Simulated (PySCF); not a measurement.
**Nitrogen: a sound run and one with changed settings**

Sound run: N²⁺ [He] 2s2 2p1, N³⁺ [He] 2s2. Calculation: PySCF 2.14, in x2c-TZVPall (5s3p2d1f, 31 functions); the spin-free X2C one-electron Hamiltonian (Gaussian nucleus). In the sound run the correlated levels freeze 1s2. The sound run starts from symmetry-adapted Hartree-Fock orbitals and uses a fine grid where one is needed.

Changed run: initial guess 1e, at most 50 SCF cycles, level shift 2.0 hartree.

| species | method | sound run (hartree) | changed run (hartree) | converged |
| --- | --- | --- | --- | --- |
| N²⁺ | UHF | -52.84834 | -52.84834 | yes |
| N²⁺ | PBE | -52.92308 | -52.92308 | yes |
| N²⁺ | M06-2X | -52.99258 | -52.99258 | yes |
| N²⁺ | MP2 | -52.90377 | -52.87476 | yes |
| N²⁺ | CCSD(T) | -52.93165 | -52.93165 | yes |
| N³⁺ | UHF | -51.11037 | -51.11037 | yes |
| N³⁺ | PBE | -51.15844 | -51.15844 | yes |
| N³⁺ | M06-2X | -51.24324 | -51.24324 | yes |
| N³⁺ | MP2 | -51.15960 | -51.13019 | yes |
| N³⁺ | CCSD(T) | -51.19569 | -51.19569 | yes |

Ionisation energy of N²⁺:

| method | sound run (eV) | changed run (eV) |
| --- | --- | --- |
| UHF | 47.293 | 47.293 |
| PBE | 48.018 | 48.018 |
| M06-2X | 47.602 | 47.602 |
| MP2 | 47.461 | 47.472 |
| SCS-MP2 | 47.414 | 47.463 |
| CCSD | 47.210 | 47.210 |
| CCSD(T) | 47.238 | 47.238 |

A level shift leaves the converged SCF energy unchanged but raises the virtual orbital energies, which shrinks MP2 if it is not removed.

For comparison, NIST gives 47.445 eV between the lowest levels.
